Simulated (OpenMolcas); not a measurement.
Pd4+ (d6) among equal point charges was computed by CASSCF with the d shell active (OpenMolcas, ANO-RCC-VDZP on the metal). Its lowest spin-free states, and all those of the highest spin:

| 2S+1 | Degeneracy | E (cm-1) |
| --- | --- | --- |
| 5 | 2 | 0.0 |
| 5 | 3 | 3584 |
| 3 | 3 | 19918 |
| 3 | 2 | 21581 |
| 3 | 3 | 23122 |
| 3 | 3 | 23181 |
| 3 | 1 | 24988 |
| 3 | 3 | 25490 |
| 3 | 1 | 26404 |
| 3 | 3 | 26628 |
| 3 | 2 | 27979 |
| 3 | 3 | 28274 |

Question: Is the site octahedral, tetrahedral or cube-like, axial, or of lower symmetry?

Answer: The states with 2S+1 = 5 have orbital degeneracies 2, 3. Threefold states need a cubic site. For d6 at this spin an octahedron puts the threefold T2 below the twofold E and a tetrahedron or cube puts the twofold E below the threefold T2, so the site is a tetrahedron or a cube, which this pattern cannot tell apart. The first gap at this spin, 3580 cm-1, is |10Dq| in ligand-field theory. The run had Pd4+ among 8 point charges of -0.96 e arranged as a cube (Oh), 1.9 Å from the ion.

An orbital doublet at a regular site is open to a Jahn-Teller distortion, which this geometry leaves out. Without dynamic correlation the repulsion within the d shell is too large (B by tens of per cent), so at a given field states of lower spin stand too high. Point charges give a weaker field than real ligands, and real ions of this kind are as a rule low spin; the high spin found here belongs to the model. The ground term spreads over less than 5000 cm-1, several times less than with real ligands, so orbital moments are less quenched and χT lies further from the spin-only value than at real sites. Point charges carry no covalency, so the field is a model and not that of real ligands. No measured value stands beside these numbers.
